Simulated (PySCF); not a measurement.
A species of formula C3H8GeSi has this rotational fingerprint, computed with PBE0-D3(BJ)/def2-SVP geometry optimisation, gas phase in PySCF:

* Rotational constants: A = 2790, B = 1725, C = 1133 MHz
* Dipole components: |μa| = 0.31 D, |μb| = 0.17 D, |μc| = 0.37 D
* Inertial defect: -27.95 u·Å²
* κ: -0.29

Task: Which candidate fits, each taken in the one conformer that was computed?
A. `C[SiH2]C#[C][GeH3]`
B. `C#C[C@@H]([SiH3])[GeH3]`

Result: B. It is C#C[C@@H]([SiH3])[GeH3], an asymmetric top, point group C1. The candidates at the same level (rigid rotor, commonest isotopes):

```csv
SMILES,A (MHz),B (MHz),C (MHz),μa (D),μb (D),μc (D),Δ (u·Å²),point group,rotor
C#C[C@@H]([SiH3])[GeH3],2790,1725,1133,0.31,0.17,0.37,-27.95,C1,asymmetric top
C[SiH2]C#[C][GeH3],10716,618.4,595.4,0.06,0.76,0.00,-15.51,Cs,near-prolate asymmetric top
```

`C[SiH2]C#[C][GeH3]` has A 284 % too high. No structure here is proved a minimum.
